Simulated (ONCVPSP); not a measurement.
**niobium (Nb): ONCV pseudisation with Wu-Cohen, scalar-relativistic reference atom.**

ONCVPSP 4.0.1 was run on this input:

```
# ATOM AND REFERENCE CONFIGURATION
# atsym  z   nc   nv     iexc    psfile
  Nb 41.00    6    4  -118130      upf
#
#   n    l    f
    1    0    2.00
    2    0    2.00
    2    1    6.00
    3    0    2.00
    3    1    6.00
    3    2   10.00
    4    0    2.00
    4    1    6.00
    4    2    4.50
    5    0    0.50
#
# PSEUDOPOTENTIAL AND OPTIMIZATION
# lmax
    2
#
#   l,   rc,      ep,       ncon, nbas, qcut
    0    1.80    0.00    5   10    7.00
    1    1.40    0.00    4    8    7.00
    2    2.25    0.00    4    9    6.90
#
# LOCAL POTENTIAL
# lloc, lpopt,  rc(5),   dvloc0
    4    5    1.30    2.00
#
# VANDERBILT-KLEINMAN-BYLANDER PROJECTORs
# l, nproj, debl
    0    2    2.90
    1    2    1.10
    2    2    1.70
#
# MODEL CORE CHARGE
# icmod, fcfact, rcfact
    1    0.70    0.00
#
# LOG DERIVATIVE ANALYSIS
# epsh1, epsh2, depsh
   -4.00    5.00    0.02
#
# OUTPUT GRID
# rlmax, drl
    6.00    0.01
#
# TEST CONFIGURATIONS
# ncnf
    4
# nvcnf
#   n    l    f
    4
    4    0    2.00
    4    1    6.00
    4    2    4.00
    5    0    1.00
#
    4
    4    0    2.00
    4    1    6.00
    4    2    4.00
    5    0    0.00
#
    4
    4    0    2.00
    4    1    6.00
    4    2    3.00
    5    0    0.00
#
    4
    4    0    2.00
    4    1    6.00
    4    2    4.00
    5    0    0.50
#
```

Command:

```bash
oncvpsp.x < Nb.dat > Nb.out
```

Resulting log (shortened: citation, most of the input echo, consistency checks and plot data are left out):

```
ONCVPSP  (Optimized Norm-Conservinng Vanderbilt PSeudopotential)
scalar-relativistic version 4.0.1

#   n    l    f        energy (Ha)
    1    0    2.00    -6.9104882E+02
    2    0    2.00    -9.6624260E+01
    2    1    6.00    -8.6296179E+01
    3    0    2.00    -1.6081086E+01
    3    1    6.00    -1.2704301E+01
    3    2   10.00    -7.1764691E+00
    4    0    2.00    -2.1086547E+00
    4    1    6.00    -1.2330802E+00
    4    2    4.50    -8.8529853E-02
    5    0    0.50    -1.3633495E-01

Reference configufation results
  iterations    30
  all-electron total energy (Ha)   -3.81897911D+03

Begin loop to  construct optimized pseudo wave functions
and semi-local pseudopoentials for all angular momenta

Calculating optimized projector #   1

 for l=   0

    Fraction of norm inside rc  0.930465
    Optimizing pswf for qcut=   6.99 a_B^-1,  ecut=  24.43 Ha
    Residual kinetic energy error=  1.32D-05 Ha

    Energy error per electron        Cutoff
         Ha          eV             Ha
         0.01000     0.27211       14.21
         0.00100     0.02721       18.47
         0.00010     0.00272       21.60
         0.00001     0.00027       28.12

Calculating optimized projector #   2

 for l=   0

    Fraction of norm inside rc  0.044790
    Optimizing pswf for qcut=   6.99 a_B^-1,  ecut=  24.43 Ha
    Residual kinetic energy error=  4.37D-06 Ha

    Energy error per electron        Cutoff
         Ha          eV             Ha
         0.01000     0.27211        9.82
         0.00100     0.02721       15.82
         0.00010     0.00272       19.99
         0.00001     0.00027       23.25

WARNING wellstate: negative energy specified for n= 5 l=  1
WARNING scattering state with energy  0.25000000
WARNING will be used for the first projector

   Wellstate for l =  1  n =  5
     eigenvalue =   0.2500
     asymptotic potential =   0.7500
     half-point radius =  4.1385

Calculating optimized projector #   1

 for l=   1

    Fraction of norm inside rc  0.628711
    Optimizing pswf for qcut=   6.99 a_B^-1,  ecut=  24.40 Ha
    Residual kinetic energy error=  4.56D-04 Ha

    Energy error per electron        Cutoff
         Ha          eV             Ha
         0.01000     0.27211       12.89
         0.00100     0.02721       21.90
         0.00010     0.00272       65.18
         0.00001     0.00027      105.25

Calculating optimized projector #   2

 for l=   1

    Fraction of norm inside rc  0.075880
    Optimizing pswf for qcut=   6.99 a_B^-1,  ecut=  24.40 Ha
    Residual kinetic energy error=  1.47D-04 Ha

    Energy error per electron        Cutoff
         Ha          eV             Ha
         0.01000     0.27211        7.21
         0.00100     0.02721       18.82
         0.00010     0.00272       25.88
         0.00001     0.00027       61.68

   Wellstate for l =  2  n =  6
     eigenvalue =   1.6115
     asymptotic potential =   2.1115
     half-point radius =  4.5399

Calculating optimized projector #   1

 for l=   2

    Fraction of norm inside rc  0.583188
    Optimizing pswf for qcut=   6.91 a_B^-1,  ecut=  23.84 Ha
    Residual kinetic energy error=  1.69D-07 Ha

    Energy error per electron        Cutoff
         Ha          eV             Ha
         0.01000     0.27211       11.14
         0.00100     0.02721       14.91
         0.00010     0.00272       17.99
         0.00001     0.00027       20.26

Calculating optimized projector #   2

 for l=   2

    Fraction of norm inside rc  0.150071
    Optimizing pswf for qcut=   6.91 a_B^-1,  ecut=  23.84 Ha
    Residual kinetic energy error=  1.57D-06 Ha

    Energy error per electron        Cutoff
         Ha          eV             Ha
         0.01000     0.27211       12.59
         0.00100     0.02721       16.35
         0.00010     0.00272       19.49
         0.00001     0.00027       22.12

Construct Vanderbilt / Kleinmman-Bylander projectors

B matrix Hermiticity error, ll=   0
   1   2    1.5105E-04

  Orthonormal projector coefficients  8.8190E+00  8.7718E-01

B matrix Hermiticity error, ll=   1
   1   2    1.4774E-04

  Orthonormal projector coefficients  5.4967E+00  9.1994E-01

B matrix Hermiticity error, ll=   2
   1   2   -1.0094E-04

  Orthonormal projector coefficients  1.0449E+00 -7.4342E-01

Model core correction analysis
  based on d2Exc/dn_idn_j

d2excae - all-electron derivatives

   -3.251355D-02   -2.873387D-02   -1.238318D-02   -1.439450D-03
   -2.876464D-02   -2.702699D-02   -1.347512D-02   -1.315784D-03
   -1.264881D-02   -1.389820D-02   -1.004574D-02   -1.085004D-03
   -1.725579D-03   -1.859570D-03   -1.848204D-03   -4.634800D-04

d2excps - pseudofunction derivatives with no core correction

   -3.995033D-02   -3.314193D-02   -1.336022D-02   -2.108195D-03
   -3.317336D-02   -3.028013D-02   -1.440741D-02   -1.692347D-03
   -1.362597D-02   -1.483051D-02   -1.045896D-02   -1.157100D-03
   -2.394487D-03   -2.236122D-03   -1.920349D-03   -5.192733D-04

rms 2nd derivative error    2.619241E-03

Polynomial model core charge

d2excps - pseudofunction derivatives with core correction

   -3.031625D-02   -2.781740D-02   -1.238395D-02   -1.314371D-03
   -2.784803D-02   -2.703932D-02   -1.379759D-02   -1.255878D-03
   -1.264950D-02   -1.422063D-02   -1.035374D-02   -1.074297D-03
   -1.600450D-03   -1.799621D-03   -1.837551D-03   -4.548771D-04

rms 2nd derivative error    6.543123E-04

Pseudoatom total energy  -56.948426

Diagnostic tests using Vanderbilt-Kleinman-Bylander pseudopotentials
  1 or more projectors used as specified by nproj input data

   l    rcore       rmatch      e in        delta e   norm test  slope test

   0   1.8037144   1.8584791  -2.1086547   0.0000013   1.0001279   1.0001234
   0   1.8037144   1.8584791  -0.1363350   0.0000025   1.0000338   1.0000275

   1   1.4029836   1.4455812  -1.2330802  -0.0000124   1.0001108   1.0001381
   1   1.4029836   1.4455812   0.2500000   0.0000032   1.0002797   1.0002797

   2   2.2505728   2.3189051  -0.0885299  -0.0000010   1.0000375   1.0000330
   2   2.2505728   2.3189051   1.6114701   0.0000168   1.0001179   1.0001179

 Testing for bound ghosts
   n   l    E NL Schr. Eq   E Basis Diag.   E Cutoff

   1   0       -2.108653       -2.108653    138.06
   2   0       -0.136332       -0.070946    138.06

   2   1       -1.233093       -1.232414    153.55

   3   2       -0.088531       -0.085014     87.44

 Testing for highly-localized positive-energy ghosts
       l    <radius>/rc     E Basis Diag.   E Cutoff

Test configuration 0

   n   l     f        eae           eps        diff
   1   0  2.0000 -691.04881759
   2   0  2.0000  -96.62426044
   2   1  6.0000  -86.29617922
   3   0  2.0000  -16.08108589
   3   1  6.0000  -12.70430150
   3   2 10.0000   -7.17646906
   4   0  2.0000   -2.10865466   -2.10865337    1.29D-06
   4   1  6.0000   -1.23308023   -1.23309259   -1.24D-05
   4   2  4.5000   -0.08852985   -0.08853080   -9.51D-07
   5   0  0.5000   -0.13633495   -0.13633250    2.46D-06

    Total energies and differences
      AE_ref= -3.81897911D+03  AE_tst= -3.81897911D+03  dif=  0.00D+00
      PS_ref= -5.69484264D+01  PS_tst= -5.69484264D+01  dif= -6.39D-14
      PSP excitation error=  6.39D-14

Test configuration 1

   n   l     f        eae           eps        diff
   1   0  2.0000 -691.08480915
   2   0  2.0000  -96.66316410
   2   1  6.0000  -86.33485780
   3   0  2.0000  -16.11953032
   3   1  6.0000  -12.74275966
   3   2 10.0000   -7.21513972
   4   0  2.0000   -2.14521916   -2.14469515    5.24D-04
   4   1  6.0000   -1.26767638   -1.26746150    2.15D-04
   4   2  4.0000   -0.11199054   -0.11200285   -1.23D-05
   5   0  1.0000   -0.14754877   -0.14753688    1.19D-05

    Total energies and differences
      AE_ref= -3.81897911D+03  AE_tst= -3.81900002D+03  dif= -2.09D-02
      PS_ref= -5.69484264D+01  PS_tst= -5.69693666D+01  dif= -2.09D-02
      PSP excitation error=  2.70D-05

Test configuration 2

   n   l     f        eae           eps        diff
   1   0  2.0000 -691.32018681
   2   0  2.0000  -96.89455436
   2   1  6.0000  -86.56652220
   3   0  2.0000  -16.35190489
   3   1  6.0000  -12.97511456
   3   2 10.0000   -7.44718587
   4   0  2.0000   -2.38027703   -2.38049403   -2.17D-04
   4   1  6.0000   -1.50425553   -1.50436999   -1.14D-04
   4   2  4.0000   -0.34136281   -0.34136786   -5.05D-06

    Total energies and differences
      AE_ref= -3.81897911D+03  AE_tst= -3.81875615D+03  dif=  2.23D-01
      PS_ref= -5.69484264D+01  PS_tst= -5.67254564D+01  dif=  2.23D-01
      PSP excitation error= -1.82D-05

Test configuration 3

   n   l     f        eae           eps        diff
   1   0  2.0000 -691.73533866
   2   0  2.0000  -97.31419147
   2   1  6.0000  -86.98579601
   3   0  2.0000  -16.76943073
   3   1  6.0000  -13.39262952
   3   2 10.0000   -7.86511696
   4   0  2.0000   -2.78803202   -2.78753548    4.97D-04
   4   1  6.0000   -1.90541760   -1.90512555    2.92D-04
   4   2  3.0000   -0.70088802   -0.70074761    1.40D-04

    Total energies and differences
      AE_ref= -3.81897911D+03  AE_tst= -3.81824105D+03  dif=  7.38D-01
      PS_ref= -5.69484264D+01  PS_tst= -5.62104084D+01  dif=  7.38D-01
      PSP excitation error=  3.34D-05

Test configuration 4

   n   l     f        eae           eps        diff
   1   0  2.0000 -691.19645086
   2   0  2.0000  -96.77296883
   2   1  6.0000  -86.44479017
   3   0  2.0000  -16.22981329
   3   1  6.0000  -12.85303440
   3   2 10.0000   -7.32527050
   4   0  2.0000   -2.25688508   -2.25669221    1.93D-04
   4   1  6.0000   -1.38016269   -1.38009314    6.96D-05
   4   2  4.0000   -0.22194192   -0.22194685   -4.93D-06
   5   0  0.5000   -0.24313493   -0.24312653    8.40D-06

    Total energies and differences
      AE_ref= -3.81897911D+03  AE_tst= -3.81890260D+03  dif=  7.65D-02
      PS_ref= -5.69484264D+01  PS_tst= -5.68719297D+01  dif=  7.65D-02
      PSP excitation error=  9.70D-06
```

The run took about 4.3 s on one core of a shared server CPU.
